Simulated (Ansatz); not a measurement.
Ansatz (a program for electronic structure) input (RPA@PBE/cc-pVQZ):

Ansatz 0.2 input:
```yaml
crystal:
  periodic: [false, false, false]
  atoms:
    - {symbol: C, position_ang: [2.18860447, 0.46617019, -0.93183302]}
    - {symbol: C, position_ang: [1.49392183, 0.01164090, 0.30059645]}
    - {symbol: C, position_ang: [0.06685145, -0.41775167, 0.32874556]}
    - {symbol: C, position_ang: [-0.84818306, 0.38197898, -0.60572319]}
    - {symbol: C, position_ang: [-2.28570366, -0.12527910, -0.60418958]}
    - {symbol: O, position_ang: [-0.43147757, -0.41901522, 1.67293971]}
    - {symbol: H, position_ang: [2.20010937, -0.31424086, -1.70774580]}
    - {symbol: H, position_ang: [3.22509325, 0.73311039, -0.72669880]}
    - {symbol: H, position_ang: [1.70121399, 1.33420734, -1.38686218]}
    - {symbol: H, position_ang: [2.08345641, -0.26577605, 1.16675848]}
    - {symbol: H, position_ang: [-0.00089055, -1.47655033, 0.03017050]}
    - {symbol: H, position_ang: [-0.81711933, 1.43533736, -0.30542762]}
    - {symbol: H, position_ang: [-0.44081305, 0.33621317, -1.61923218]}
    - {symbol: H, position_ang: [-2.70733082, -0.09416382, 0.40009124]}
    - {symbol: H, position_ang: [-2.91491054, 0.47740082, -1.26124204]}
    - {symbol: H, position_ang: [-2.33390866, -1.16015624, -0.95181143]}
    - {symbol: H, position_ang: [-0.23602547, 0.44618419, 2.05290472]}
basis:
  gaussian:
    orbitals: cc-pVQZ
hamiltonian:
  xc: pbe
magnetization: {spin_polarized: true, initial_magnetization: 1}
correlation: {method: rpa, electrons: outside_noble_gas}
```

Output:

```
Functional definition: PBE
integrals: 8.18 GiB planned
3826 factors; integrals over basis functions are off by at most 9.9e-4 eV
0.84 GiB of the device are held for the grids
10.34 GiB of device memory are held for the factors and their scratch space
mean field: 10.96 GiB planned
mean field evaluation 1: about -7382.8260 eV, gradient 6.8e1 eV
mean field evaluation 2: about -7382.8208 eV, gradient 6.8e1 eV
mean field evaluation 4: about -7402.6005 eV, gradient 1.6e1 eV
mean field evaluation 8: about -7403.5704 eV, gradient 1.8e-1 eV
mean field evaluation 16: about -7403.5709 eV, gradient 4.1e-4 eV
mean field -7403.57086317 eV, -272.0762109010 hartree, gradient 6.4e-6 eV, S^2 0.753586; 0 other end points of the search recorded, 0 dependent functions left out
6 core orbitals not correlated
reference -7363.70944144 eV, -270.6113306714 hartree; 19, 18 occupied and 635, 636 virtual orbitals, 3826 factors
Total energy: -7416.67084324 eV, -272.5576262891 hartree
```

It need not be the lowest isomer of its formula.
